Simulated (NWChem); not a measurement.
Two isomers of C3H7FSi, each optimised at PBE0/def2-SVP with NWChem. Flexible species stand in one conformer each, which need not be the lowest. One or both are not confirmed as a minimum by frequencies.

A: F/C=C\C[SiH3]
B: F[C@H]1CC[SiH2]1

### Question
Which is lower in energy, by how much, and how do their other properties compare?

### Answer
B is lower by 1.7 kcal/mol in electronic energy.
```csv
,A,B
highest occupied level (eV),-6.98,-7.74
orbital gap (eV),7.42,8.29
dipole (D),1.24,1.79
```
